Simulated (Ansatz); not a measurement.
This triplet is an excited state, 1.58 eV above the relaxed singlet at the level frozen-core CCSD(T)/cc-pVTZ // PBE0-D3(BJ)/def2-TZVP (Ansatz, an electronic-structure program).

Species: CHGeN, SMILES `[C-]#[N+][GeH]` (excited triplet) (charge 0, multiplicity 3).

**Question.** Give a relaxed geometry from PBE0-D3(BJ)/def2-TZVP (Ansatz).

**Answer.** the end point of this relaxation (outside a Z-matrix the atoms follow the SMILES, hydrogens last).
Bonds (Å): C1–N2 1.177, N2–Ge3 1.825, Ge3–H4 1.547. Angles (°): C1–N2–Ge3 172.9, N2–Ge3–H4 114.0.
